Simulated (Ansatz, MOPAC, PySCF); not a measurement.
Lewis adduct: BH3 (SMILES B) (first 4 atoms) with H2O (SMILES O); geometry from B3LYP-D3(BJ)/def2-TZVP, rigid monomers moved along the line of their centres of mass till B1···O5 is 3.11 Å.
(charge 0, multiplicity 1):
```
atom    x (Å)    y (Å)   z (Å)
----  -------  -------  ------
B      0.2106   0.2493  0.7896
H      0.6172  -0.7672  0.2870
H     -0.8529   0.6372  0.3940
H      1.0372   1.0909  1.0056
O     -0.4985  -0.6834  3.6732
H     -1.1534  -1.3925  3.6291
H      0.2909  -1.0460  4.0963
```

| level | interaction energy (kcal/mol) | minus CCSD(T)/CBS(aug-cc-pVDZ, aug-cc-pVTZ) | cost |
|---|---|---|---|
| PM6 | -1.53 | 2.36 | - |
| PM7 | -2.08 | 1.81 | - |
| HF/STO-3G (no counterpoise) | -3.09 | 0.80 | - |
| HF/aug-cc-pVDZ | -3.29 | 0.60 | - |
| PBE-D4/def2-TZVPPD | -4.51 | -0.62 | ×1 |
| BP86/6-31G* (no counterpoise) | -5.64 | -1.75 | - |
| r2SCAN/def2-TZVPPD | -4.28 | -0.39 | ×2 |
| B3LYP/def2-TZVPPD | -3.44 | 0.45 | ×1 |
| B3LYP-D4/def2-TZVPPD | -4.06 | -0.17 | ×1 |
| PBE0-D3(BJ)/def2-TZVPPD | -4.15 | -0.26 | ×1 |
| M06-2X/6-31G* (no counterpoise) | -5.72 | -1.83 | - |
| wB97M-V/def2-TZVPPD | -4.04 | -0.15 | ×4 |
| MP2/6-31G* | -4.19 | -0.30 | - |
| CCSD(T)/CBS(aug-cc-pVDZ, aug-cc-pVTZ) | -3.89 | 0.00 | ×200* |

 The comparison column counts from a level with limits of its own.

The rows run from -5.72 (M06-2X/6-31G* (no counterpoise)) to -1.53 kcal/mol (PM6). The dispersion term adds -0.62 in B3LYP-D4. The 3 functionals in def2-TZVPPD without D3 or D4 span 0.85, from r2SCAN to B3LYP.

Counterpoise-corrected where a basis set is named; no monomer relaxation. Rows marked so take none.

Cores are frozen in the correlated methods. CBS(a, b) extrapolates the correlation energy as X⁻³ and adds the Hartree–Fock energy of set b. Rows in 6-31G*, STO-3G carry no dispersion term and start afresh at each structure (6-31G* with six Cartesian d functions). MP2/6-31G* freezes PySCF's default core. The state reached by PM6, PM7 isn't checked; PM7 holds dispersion and hydrogen-bond terms.

The values were computed with Ansatz (Gaussian basis) for Hartree–Fock, density functionals and correlated methods; MOPAC for PM6, PM7 (differences of heats of formation); PySCF for 6-31G* rows, STO-3G rows, the dispersion terms. Each number belongs to the level named beside it.

Costs are rough ratios of core time to PBE/def2-TZVPPD (about 1.9 s over the structures, on one shared machine); a dash marks a level with no comparable run of its own. A star marks coupled-cluster runs past 200 virtual orbitals, where the program's memory plan changes under this machine's limit, so their costs aren't comparable with smaller runs.

Ansatz is a quantum-chemistry and plane-wave program.
